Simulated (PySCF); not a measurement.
A calculated (UHF, PySCF 2.14, aug-cc-pVDZ-DK, the spin-free X2C one-electron Hamiltonian (Gaussian nucleus)) atom or ion has these occupied shells.

```
shell  electrons  orbital energy (eV)  rms radius, mean of both spins (bohr)
   1s          2              -75.999                                  0.668
```

Task: Name the element and its charge.

Result: Li+ (lithium, charge +1), in 1s2, closed-shell 1S.
